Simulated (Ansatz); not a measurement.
A nudged elastic band was laid between two geometries of F₃GeH₃O₂ (9 atoms, charge 0, multiplicity 1).

Computed with RKS PBE0-D4/def2-SVP (Ansatz 0.2.0).

```
movable images  : 7
climbing image  : yes
spring          : 5.0 eV/Å²
optimiser       : quadratic models (default)
start path      : through a guess of the saddle point
force threshold : 0.03 eV/Å
iteration limit : 60
end points      : relaxed
```

Initial state:

```xyz
9
Properties=species:S:1:pos:R:3
Ge 0.014 -0.123 0.149
F 0.098 0.347 1.811
F 1.432 0.251 -0.736
F -1.047 1.115 -0.441
O -0.948 -1.535 -0.268
H -1.748 -1.255 -0.730
O 1.221 -1.761 0.955
H 0.636 -2.523 0.822
H 1.261 -1.606 1.909
```

Final state:

```xyz
9
Properties=species:S:1:pos:R:3
Ge 0.158 -0.153 -0.334
F -0.685 -2.418 1.779
F 1.114 -0.623 -1.678
F 0.111 1.554 -0.421
O -1.416 -0.843 -0.296
H -1.452 -1.533 0.399
O 1.021 -0.658 1.128
H 1.979 -0.543 1.115
H 0.090 -1.875 1.781
```

Q: What changes between the two ends?

A: Bonds broken: Ge1–F2, O7–H9. Bonds formed: F2–H9. F3GeH3O2 becomes F2GeH2O2 + FH.

Q: What energy profile does the band end with?

A: It converged. The highest image is number 4 of 0 to 8, 77.4 kJ/mol above the first end and 51.7 kJ/mol above the last; the last end lies 25.8 kJ/mol above the first. The profile has 2 maxima (images 2, 4) with wells between them (image 3): this band takes more than one step, which may be the mechanism or a detour left from its start path. A vibrational analysis at the climbing image gives one clearly imaginary mode, 616i cm⁻¹: a first-order saddle point. The orbitals stay closed-shell, which can raise the energy where a bond breaks towards radicals; this wasn't checked here.

```
image  path coordinate (Å)  energy (kJ/mol)  Ge1–F2 (Å)  O7–H9 (Å)  F2–H9 (Å)
    0                 0.00              0.0        1.73       0.97       2.28
    1                 1.71             12.1        1.72       0.96       2.80
    2                 3.42             39.3        1.76       0.97       2.33
    3                 5.13             27.4        1.76       0.97       2.03
    4                 6.84             77.4        2.04       1.15       1.21
    5                 7.73             33.4        2.72       1.64       0.95
    6                 8.62             28.5        2.98       1.68       0.95
    7                 9.51             25.8        3.18       1.67       0.95
    8                10.40             25.8        3.21       1.67       0.95
```

Q: What is the geometry of the highest image?

A: 
```xyz
9
Properties=species:S:1:pos:R:3:forces:R:3
Ge 0.074 -0.372 -0.083 0.00 0.00 0.00
F -0.668 -0.690 1.787 0.00 0.00 0.00
F 1.124 -0.463 -1.450 0.00 0.00 0.00
F -0.016 1.315 0.183 0.00 0.00 0.00
O -1.283 -1.278 -0.683 0.00 0.00 0.00
H -1.927 -1.384 0.030 0.00 0.00 0.00
O 1.347 -1.138 1.086 0.00 0.00 0.00
H 1.820 -1.929 0.796 0.00 0.00 0.00
H 0.450 -1.151 1.804 0.00 0.00 0.00
```

The band took 33 iterations and roughly 25 core-minutes.

Time of the run: 6.7 min on 4 threads of Arm Neoverse V2 (shared host), peak memory 0.31 GiB.
